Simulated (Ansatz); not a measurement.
Bond stretch in SAl (cation, charge +1), lowest triplet found (which spin is the ground state isn't settled by this scan).

Methods: UCCSD(T) = CCSD(T) on UHF/cc-pVDZ, frozen core run with Ansatz (a first-principles code); UKS-CAM-B3LYP = unrestricted CAM-B3LYP/cc-pVDZ in Ansatz; UKS-PBE = unrestricted PBE/cc-pVDZ run with Ansatz; UCCSDT(Q) = CCSDT(Q) on UHF/cc-pVDZ, frozen core in Ansatz; FCI = full CI/cc-pVDZ, frozen core in Ansatz.

Cost and accuracy over the 10 points of the scan, with FCI as yardstick. Costs are rough ratios of core time within Ansatz on shared cores, each with its mean field (Kohn-Sham runs search longer for lower solutions than correlated ones do); the miss is the largest error against full CI of the curve after the mean shift, in kJ/mol.

Task: Which is the cheapest of these levels that stays within 7.9 kJ/mol of FCI?

Result: UCCSD(T).

| level | relative cost | largest error |
|---|---|---|
| UCCSD(T) | 1 | 0.9 |
| UKS-CAM-B3LYP | 1 | 30.4 |
| UKS-PBE | 1 | 14.8 |
| UCCSDT(Q) | 5 | 0.2 |

Costs within a factor of two of each other count as equal.

The scan ran from 1.62 to 7.75 Å; beyond the distances shown full CI changes its symmetry label.
